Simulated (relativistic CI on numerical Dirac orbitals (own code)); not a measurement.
# Fe²⁺: K-beta X-ray emission

Computed with this model: Dirac-Coulomb-Breit CI, KLI orbitals optimised for each configuration, a model potential for QED, valence Slater integrals scaled by 0.9, multiplet model of X-ray emission after core ionisation; configurations [Ar] 3d6 → 1s 2s2 2p6 3s2 3p6 3d6 → [Ne] 3s2 3p5 3d6; 300 K; Lorentzian 1.6 eV and Gaussian 1 eV FWHM. Energies are those of the free ion, without screening or charge transfer. S is read from ⟨S²⟩ = S(S + 1).

Field parameters in Wybourne normalisation: Oh B⁴₀ = 21Dq, B⁴₄ = √(5/14) B⁴₀. The field is a parameter set, without covalency.

free ion: ground-state S = 2.00, centroid 7056.46 eV. Peaks (eV, height): 7040.0 (25), 7043.6 (9), 7055.0 (44), 7060.6 (97), 7061.6 (100).

Oh, 10Dq = 3250 cm⁻¹: ground-state S = 2.00, centroid 7055.17 eV. Peaks (eV, height): 7040.0 (37), 7043.4 (15), 7050.6 (7), 7054.8 (40), 7061.4 (100).

Oh, 10Dq = 8950 cm⁻¹: ground-state S = 2.00, centroid 7054.66 eV. Peaks (eV, height): 7039.8 (39), 7043.0 (18), 7050.8 (7), 7054.6 (35), 7061.2 (100).

Oh, 10Dq = 14700 cm⁻¹: ground-state S = 2.00, centroid 7054.78 eV. Peaks (eV, height): 7039.6 (34), 7042.8 (18), 7054.2 (30), 7061.0 (100).

Oh, 10Dq = 20400 cm⁻¹: ground-state S = 0.02, centroid 7054.65 eV. Peaks (eV, height): 7045.6 (16), 7050.0 (12), 7058.0 (100).

Oh, 10Dq = 26150 cm⁻¹: ground-state S = 0.01, centroid 7054.65 eV. Peaks (eV, height): 7044.4 (12), 7048.4 (11), 7057.8 (100).

Strongest unbroadened transitions for Oh, 10Dq = 8950 cm⁻¹:

```
Energy (eV)  Relative strength
    7039.71               19.5
    7039.74               16.8
    7040.16               19.4
    7054.33               34.3
    7054.34               27.0
    7054.37               17.6
    7059.96               38.1
    7060.03               42.8
    7060.07               17.1
    7060.13               25.7
    7060.17               16.0
    7061.03               15.9
    7061.17               42.0
    7061.64               22.1
    7061.67               19.9
    7061.84              100.0
    7061.85               53.4
    7061.88               16.4
```
